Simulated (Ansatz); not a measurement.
`F[SiH2][NH][GeH3]` → `[NH2][GeH3]` + `F[SiH]` at 298.15 K and 1 bar (silylene formation by 1,1-elimination).

Gas-phase electronic energies from Ansatz, PBE0-D4/def2-TZVP geometries. CBS: MP2 limit from def2 TZ/QZ plus the TZ coupled-cluster correction, frozen cores. This one scheme is used for every species. For Ge outer-core shells are correlated without core-valence functions, which leaves a few kJ/mol of doubt a bond. Scalar relativity is left out up to krypton. Each species was taken in one conformer, which may not be the lowest.

```tsv
species	CCSD(T)/CBS energy (Eh)	H − E (kJ/mol)	S (J/(mol·K))
`F[SiH2][NH][GeH3]`	-2523.39267	178.4	353.9
`[NH2][GeH3]`	-2133.81884	141.9	275.3
`F[SiH]`	-389.46371	32.3	239.1
```

H − E and S are ideal-gas, rigid-rotor, harmonic terms from PBE0-D4/def2-TZVP, for one conformer and one mirror image of each species. 1 Eh = 2625.50 kJ/mol, R = 8.31446 J/(mol·K).

By hand: ΔE, ΔH, ΔS and ΔG.

ΔE = (-2133.81884) + (-389.46371) − (-2523.39267) = 0.11012 Eh = 289.1 kJ/mol. Δ(H − E) = 141.9 + 32.3 − 178.4 = -4.2, so ΔH = 284.9 kJ/mol. ΔS = 275.3 + 239.1 − 353.9 = 160.5 J/(mol·K). ΔG = 284.9 − 298.15 × (160.5)/1000 = 237.0 kJ/mol.

By hand: the equilibrium constant, and the temperature at which ΔG would vanish if ΔH and ΔS stayed fixed.

log₁₀ K = −ΔG/(RT ln 10) = -41.5. ΔG = 0 at ΔH/ΔS = 1775 K.

The number of gas molecules changes by +1, which sets the sign of ΔS. A doubt of 5 kJ/mol in ΔE shifts log₁₀ K by 0.9 here. Other conformers and mirror images would add mixing entropy, several J/(mol·K) or more a flexible species. Modes under 60 cm⁻¹, often nearly free rotors, make the harmonic entropy too high. These are equilibria of isolated gas molecules and say nothing of rates. Largest T1 diagnostic: 0.015 (customary marks: 0.02 for closed shells, 0.045 for open ones).
